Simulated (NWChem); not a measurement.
System: HfIF3; SMILES [F][Hf]([F])([I])[F]

Here is an NWChem input.

```
start job
memory heap 200 mb stack 900 mb global 1100 mb
geometry units angstroms noautosym nocenter noautoz
  Hf     0.000000     0.000000     0.811797
  F      1.260310     1.260310     1.459322
  F      0.461305    -1.721615     1.459322
  F     -1.721615     0.461305     1.459322
  I      0.000000     0.000000    -1.900204
end
basis spherical
  * library def2-svpd
end
ecp
  I library def2-ecp
  Hf library def2-ecp
end
dft
  xc xpbe96 cpbe96
  iterations 150
end
tddft
  cis
  nroots 6
  notriplet
end
task tddft energy
```

All runs use the structure optimised with PBE0/def2-SVP. Not confirmed as a minimum by frequencies. def2 effective core potentials on I, Hf; no spin-orbit coupling.

Vertical excitations in the gas phase.

Q: What results follow from this input? (PBE/def2-SVPD with def2 effective core potentials on I, Hf, TDA.) Quantities: lowest excitation, singlet (eV); oscillator strength of that lowest state; orbital gap (eV).

A: 
```json
{
  "lowest excitation, singlet (eV)": "4.81",
  "oscillator_strength_of_that_lowest_state": "0.000",
  "orbital gap (eV)": "4.81"
}
```
